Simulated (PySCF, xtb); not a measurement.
C₂H₅BO₂, SMILES C=CB(O)O.

GFN2-xTB (xtb) at its own geometry gives an orbital gap of 4.68 eV and a dipole moment of 1.42 D.

Geometry: B3LYP-D3(BJ)/def2-SVP. The values are those of a single conformer.

Task: What does PBE0/def2-TZVP in PySCF give? (The exact figures need the calculation; the answer reports its results.)

Result: gap 7.13 eV (levels -7.88 and -0.75 eV), dipole 1.28 D.
